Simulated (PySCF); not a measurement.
## Gas-phase XPS of cyclo-(H2SiSe)2, computed

Cyclo-(H2SiSe)2.
Geometry (PBE0-D3(BJ)/def2-SVP, Å), atoms numbered from 1 in this order:
```xyz
8
H4Se2Si2 angstrom
Si     1.4329    0.0327    0.4039
H      2.1059   -0.9593    1.2913
H      2.4249    1.0724    0.0054
Se    -0.4221    0.9479    1.3893
Si    -1.3983   -0.0537   -0.4250
H     -2.3860   -1.0962   -0.0233
H     -2.0765    0.9349   -1.3119
Se     0.4574   -0.9643   -1.4135
```

Computed, not measured: delta-SCF UKS SCAN, pcX-2 on the ionised atom, pcseg-1 elsewhere, spin-free X2C (PySCF). Each binding energy is the total energy of the core-ionised species, with the hole localised on one atom, minus that of the ground state; both are solved self-consistently, so orbital relaxation is included.

Task: Give the core binding energies atom by atom.

Result: 
```
atom(s)     bonded to     level  binding energy (eV)  2p1/2 (eV)  count
Si1/Si5  2 Se and 2 H  Si 2p3/2               107.64      108.27      2
Si1/Si5  2 Se and 2 H     Si 1s              1847.49           –      2
```

Task: Which photon wavelength matches the Si 2p3/2 of Si1/Si5 threshold?

Result: λ = hc/E = 12398.42 eV Å / 107.64 eV = 115.184 Å.

Task: Give the binding energy of Si 2p3/2 of Si1/Si5 in hartree and in kJ/mol.

Result: 107.64 eV = 3.9557 Eh = 10386 kJ/mol.

The first atom of each set that the bonding makes equivalent was ionised and stands for the set. 2p3/2 and 2p1/2 are the ΔSCF energy of one spin-free 2p hole plus the eigenvalues of a spin–orbit and ligand-field matrix of the shell. 2p1/2 minus 2p3/2 (ligand field included): Si 0.63 eV. No level of selenium is listed. Isolated species at its PBE0-D3(BJ)/def2-SVP geometry (one conformer only).
